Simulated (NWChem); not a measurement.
System: SeCl₃ cation; SMILES [Se+](Cl)(Cl)Cl

```xyz
4

Se     0.0000     0.0000     0.5594
Cl    -1.8777     0.4583    -0.3719
Cl     1.3358     1.3969    -0.3719
Cl     0.5419    -1.8553    -0.3719
```
Atoms are numbered in this order, from 1.

Results from NWChem. The geometry was optimised at B3LYP/6-31G* (spherical d). GIAO values for the isolated, static molecule; σ is the absolute isotropic shielding. Spin-orbit effects, on the heavy nuclei and on their neighbours, are missing.

For level BHandHLYP/pcSseg-1:

```
Quantity     Value
-----------  -----
σ Se1 (ppm)  118.5
σ Cl2 (ppm)  210.9
```

Task: How do the values read with level PBE0/pcSseg-1 instead?

Result: σ Se1 (ppm): 15.8
σ Cl2 (ppm): 156.5
